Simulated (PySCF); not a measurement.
## How the method moves the HOMO and LUMO of `[CH3][Al@H-]1[Cl+][Al@@H-]([F])[Cl+]1`

Species: CH5Al2Cl2F.
Atom-mapped SMILES: `[CH3:1][Al@@H-:2]1[Cl+:3][Al@H-:4]([F:5])[Cl+:6]1` (hydrogens: H7, H8, H9 on C1; H10 on Al2; H11 on Al4)

Geometry (PBE0-D3(BJ)/def2-SVP, Å), atoms numbered from 1 in this order:
```xyz
11
CH5Al2Cl2F angstrom
C     -2.0645    0.3192   -0.0641
Al    -0.5569   -0.7519    0.5144
Cl     1.1167    0.6826    1.2972
Al     2.3692    0.2393   -0.5540
F      2.3134    1.5952   -1.5159
Cl     0.7973   -1.2153   -1.3367
H     -2.5305    0.8400    0.7888
H     -2.8423   -0.3101   -0.5278
H     -1.7625    1.0807   -0.8000
H     -0.5149   -2.0363    1.4286
H      3.7141   -0.4817   -0.2059
```

Basis pcSseg-1 throughout (PySCF), one geometry. Isolated species at its PBE0-D3(BJ)/def2-SVP geometry, gas phase.

Problem. How do the orbital energies, the gap and the dipole change with the method?

Solution. 
```json
{"method": "BLYP", "kind": "GGA", "HOMO (eV)": "-7.12", "LUMO (eV)": "-1.11", "gap (eV)": "6.01", "μ (D)": "1.83", "SCF cycles": "15"}
{"method": "B97-D", "kind": "GGA", "HOMO (eV)": "-7.25", "LUMO (eV)": "-1.10", "gap (eV)": "6.16", "μ (D)": "1.84", "SCF cycles": "16"}
{"method": "OPBE", "kind": "GGA", "HOMO (eV)": "-7.26", "LUMO (eV)": "-1.03", "gap (eV)": "6.23", "μ (D)": "1.86", "SCF cycles": "16"}
{"method": "PBE", "kind": "GGA", "HOMO (eV)": "-7.26", "LUMO (eV)": "-1.27", "gap (eV)": "5.98", "μ (D)": "1.85", "SCF cycles": "15"}
{"method": "KT2", "kind": "GGA", "HOMO (eV)": "-7.33", "LUMO (eV)": "-1.41", "gap (eV)": "5.92", "μ (D)": "1.87", "SCF cycles": "16"}
{"method": "LDA", "kind": "LDA", "HOMO (eV)": "-7.35", "LUMO (eV)": "-1.54", "gap (eV)": "5.80", "μ (D)": "1.90", "SCF cycles": "14"}
{"method": "KT3", "kind": "GGA", "HOMO (eV)": "-7.36", "LUMO (eV)": "-1.25", "gap (eV)": "6.11", "μ (D)": "1.86", "SCF cycles": "16"}
{"method": "BP86", "kind": "GGA", "HOMO (eV)": "-7.36", "LUMO (eV)": "-1.29", "gap (eV)": "6.07", "μ (D)": "1.84", "SCF cycles": "15"}
{"method": "B3LYP", "kind": "global hybrid", "HOMO (eV)": "-8.33", "LUMO (eV)": "-0.68", "gap (eV)": "7.65", "μ (D)": "1.92", "SCF cycles": "13"}
{"method": "HF", "kind": "Hartree–Fock", "HOMO (eV)": "-11.70", "LUMO (eV)": "2.34", "gap (eV)": "14.04", "μ (D)": "2.09", "SCF cycles": "9"}
```

The HOMO spans 4.58 eV, from BLYP down to HF, and the gap runs from 5.80 eV (LDA) to 14.04 eV (HF). Over the methods BLYP (0 %), B97-D (0 %), OPBE (0 %), PBE (0 %), KT2 (0 %), LDA (0 %), KT3 (0 %), BP86 (0 %), B3LYP (20 %), HF (100 %), a straight line through the gap against the share of exact exchange rises by 0.80 eV for each 10 % (correlation coefficient 0.999). The dipole ranges from 1.83 D (BLYP) to 2.09 D (HF). This basis has no diffuse functions.
